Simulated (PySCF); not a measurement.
Computed IR spectrum (relative IR intensity) of a molecule C4H12Ge. Geometry: PBE-D3(BJ)/def2-SVP. Other conformers were not sampled. Calculation: PBE-D3(BJ)/def2-SVP (PySCF). Frequencies are harmonic and unscaled.

Lines under 2 % of the strongest are left out, and lines within 2 cm⁻¹ are merged.

ν (cm⁻¹): 538 (m), 791 (s), 852 (m), 997 (vw), 1162 (vw), 1332 (vw), 1426 (w), 1434 (w), 2055 (m), 2072 (vs), 2942 (m), 2946 (m), 3024 (m), 3051 (m) (against the strongest line: vs over 80 %, s over 45 %, m over 15 %, w over 4 %, vw less)

Problem. Identify the compound among the candidates.
(A) CC(C)[CH2][GeH3]
(B) C[CH2][GeH2][CH2]C
(C) CC[C@H](C)[GeH3]
(D) C[C](C)(C)[GeH3]

Solution. D, C[C](C)(C)[GeH3]
